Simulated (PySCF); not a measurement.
## ZnBr: from constants to spectrum

PBE0 constants of ZnBr, ²Σ⁺ (doublet), unpaired electrons σ ↑ (Zn cc-pVTZ-PP with ECP10, Br cc-pVTZ-PP with ECP10; scalar-relativistic core potentials (PySCF 2.14); masses 63.9291 and 78.9183 u):

```
ωe            : 273.2 cm⁻¹
ωexe          : 1.02 cm⁻¹
Be            : 0.090879 cm⁻¹
αe            : 0.000436 cm⁻¹
De to Zn + Br : 1.86 eV
```

**Question.** What force constant and bond length do these constants imply?

**Answer.** Reduced mass μred = 35.319 u; k = 5.8918×10⁻⁷·μred·ωe² (u, cm⁻¹, mdyn/Å) = 1.55 mdyn/Å; Re = √(16.8576/(μred·Be)) (u, cm⁻¹, Å) = 2.292 Å.

**Question.** Estimate the centrifugal constant D from the Kratzer relation and find the Dunham coefficient a1.

**Answer.** D = 4Be³/ωe² = 4.02e-08 cm⁻¹; a1 = −1 − αeωe/(6Be²) = -3.40.

Spin–orbit coupling is left out. The state was picked by a PBE0 search and need not be the measured ground state.
